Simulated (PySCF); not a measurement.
Species: C9HN.
Numbering: `[CH:1]#[C:2][C:3]#[C:4][C:5]#[C:6][C:7]#[C:8][C:9]#[N:10]` (hydrogens: H11 on C1)

The same species was optimised twice, with GFN2-xTB and with PBE0-D3(BJ)/def2-SVP (PySCF), and the same property calculations (PySCF, gas phase) were run on both structures.

```csv
coordinate,GFN2-xTB,PBE0-D3(BJ)/def2-SVP,change
C6–C7 (Å),1.333,1.350,+0.017
C8–C9 (Å),1.351,1.366,+0.015
C4–C5 (Å),1.333,1.349,+0.016
C2–C3 (Å),1.346,1.359,+0.013
C9≡N10 (Å),1.153,1.165,+0.012
C1≡C2 (Å),1.208,1.219,+0.011
C3≡C4 (Å),1.222,1.230,+0.008
C5≡C6 (Å),1.225,1.232,+0.007
C7≡C8 (Å),1.222,1.227,+0.005
C8–C9–N10 (°),179.9,180.0,+0.1
C6–C7–C8 (°),180.0,179.9,-0.1
C5–C6–C7 (°),179.9,180.0,+0.1
C2–C3–C4 (°),180.0,179.9,-0.1
C4–C5–C6 (°),179.9,179.9,0.0
C1–C2–C3 (°),180.0,180.0,0.0
C3–C4–C5 (°),180.0,180.0,0.0
C7–C8–C9 (°),180.0,180.0,0.0
```

Rotational constants: B = 293.9 MHz (linear) (GFN2-xTB) against B = 288.6 MHz (linear) (PBE0-D3(BJ)/def2-SVP). Point groups within 0.08 Å: C∞v and C∞v.

On the GFN2-xTB structure: HOMO (eV) -7.59 [PBE0/pcSseg-1]; LUMO (eV) -3.33 [PBE0/pcSseg-1]; dipole (D) 5.96 [PBE0/pcSseg-1]; GIAO shielding of C1 (ppm) 112.4 [PBE0/pcSseg-1]; GIAO shielding of C2 (ppm) 112.2 [PBE0/pcSseg-1]; GIAO shielding of C3 (ppm) 117.4 [PBE0/pcSseg-1]; GIAO shielding of C4 (ppm) 120.6 [PBE0/pcSseg-1]; GIAO shielding of C5 (ppm) 115.5 [PBE0/pcSseg-1]; GIAO shielding of C6 (ppm) 121.6 [PBE0/pcSseg-1]; GIAO shielding of C7 (ppm) 114.3 [PBE0/pcSseg-1]; GIAO shielding of C8 (ppm) 133.0 [PBE0/pcSseg-1].

Problem. What do these properties become on the PBE0-D3(BJ)/def2-SVP structure?

Solution. 
| property | level | on GFN2-xTB | on PBE0-D3(BJ)/def2-SVP | change |
| --- | --- | --- | --- | --- |
| HOMO (eV) | PBE0/pcSseg-1 | -7.59 | -7.61 | -0.02 |
| LUMO (eV) | PBE0/pcSseg-1 | -3.33 | -3.34 | -0.01 |
| dipole (D) | PBE0/pcSseg-1 | 5.96 | 6.00 | +0.04 |
| energy, GFN2-xTB geometry as zero (kcal/mol) | PBE0/pcSseg-1 | 0.0 | 0.1 | +0.1 |
| GIAO shielding of C1 (ppm) | PBE0/pcSseg-1 | 112.4 | 111.1 | -1.3 |
| GIAO shielding of C2 (ppm) | PBE0/pcSseg-1 | 112.2 | 111.4 | -0.8 |
| GIAO shielding of C3 (ppm) | PBE0/pcSseg-1 | 117.4 | 116.6 | -0.8 |
| GIAO shielding of C4 (ppm) | PBE0/pcSseg-1 | 120.6 | 120.0 | -0.6 |
| GIAO shielding of C5 (ppm) | PBE0/pcSseg-1 | 115.5 | 114.8 | -0.7 |
| GIAO shielding of C6 (ppm) | PBE0/pcSseg-1 | 121.6 | 121.0 | -0.6 |
| GIAO shielding of C7 (ppm) | PBE0/pcSseg-1 | 114.3 | 114.2 | -0.1 |
| GIAO shielding of C8 (ppm) | PBE0/pcSseg-1 | 133.0 | 131.9 | -1.1 |

The heavy atoms differ by 0.033 Å rms after alignment. Among bonds between heavy atoms C4–C5 and C6–C7 change most and about equally (+0.016 to +0.017 Å). Changes are differences of the printed values. Neither structure is proved a minimum here.
